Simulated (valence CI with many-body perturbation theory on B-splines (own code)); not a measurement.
## Ladder of approximations for Co¹³⁺

Calculated by configuration interaction combined with many-body perturbation theory (CI+MBPT): four valence electrons over a frozen Dirac-Fock core [Ne], radial functions for each j: 11 s, 11 p, 9 d, 7 f, 5 g, 2 h, 1 i, with the one-electron correlation potential Σ1, the two-electron term Σ2, the three-electron term Σ3, Breit, model QED; selected CI, second order for the rest (own B-spline code, finite nucleus).

No measured levels were compared; by estimate levels of excited configurations hold to 0.05 to 0.15 % of their energy, terms of the ground configuration to about 0.5 %.

Each rung adds one term. CI alone is the Dirac-Coulomb CI over the frozen core; QED comes last and gives the full result, which names the levels. Energies are above 3s²3p² ³P_0 on the same rung, in cm⁻¹.

Names give the largest LS component (configuration and term), which can be under half, so a name can repeat, a term be missing and a line seem to break the LS rules; names also repeat where a configuration has a term twice.

| Level | CI alone | + Σ1 | + Σ2 | + Σ3 | + Breit | Full |
| --- | --- | --- | --- | --- | --- | --- |
| 3s²3p² ³P_1 | 12042 | 12123 | 12180 | 12194 | 11805 | 11842 |
| 3s²3p² ³P_2 | 23130 | 23252 | 23295 | 23297 | 22632 | 22686 |
| 3s²3p² ¹D_2 | 55832 | 56020 | 55870 | 55793 | 54955 | 55027 |
| 3s²3p² ¹S_0 | 102502 | 102711 | 102240 | 101987 | 101229 | 101288 |
| 3s3p³ ⁵S°_2 | 233825 | 233226 | 234651 | 234951 | 234603 | 233984 |
| 3s3p³ ³D°_1 | 311629 | 311079 | 311535 | 311741 | 311414 | 310851 |
| 3s3p³ ³D°_2 | 311877 | 311331 | 311785 | 311989 | 311622 | 311057 |
| 3s3p³ ³D°_3 | 315925 | 315415 | 315908 | 316121 | 315446 | 314896 |
| 3s3p³ ³P°_0 | 357527 | 357042 | 356941 | 356995 | 356557 | 355998 |
| 3s3p³ ³P°_1 | 358656 | 358183 | 358081 | 358141 | 357573 | 357024 |
| 3s3p³ ³P°_2 | 359537 | 359071 | 358996 | 359074 | 358418 | 357887 |
| 3s3p³ ¹D°_2 | 394250 | 393793 | 393168 | 393353 | 392355 | 391999 |
| 3s3p³ ³S°_1 | 452867 | 452373 | 447689 | 447588 | 447326 | 446674 |
| 3s²3p3d ³F°_2 | 463832 | 463278 | 462543 | 462292 | 461246 | 461247 |
| 3s²3p3d ³F°_3 | 472361 | 471880 | 471178 | 470925 | 469521 | 469550 |
| 3s3p³ ¹P°_1 | 478861 | 478503 | 474794 | 474640 | 473824 | 473279 |
| 3s²3p3d ³F°_4 | 485146 | 484766 | 484117 | 483872 | 482004 | 482067 |
| 3s²3p3d ³P°_2 | 526835 | 526336 | 522570 | 522020 | 521027 | 520886 |
| 3s²3p3d ³P°_1 | 536000 | 535484 | 531933 | 531339 | 530286 | 530233 |

Q: How does the ionisation energy move along the ladder, and which term matters most?

A: CI alone 409.11, + Σ1 409.77, + Σ2 409.63, + Σ3 409.52, + Breit 409.35, + QED 409.37 eV. The largest step is Σ1, 0.66 eV. NIST lists 410 ± 1 eV (semi-empirical).
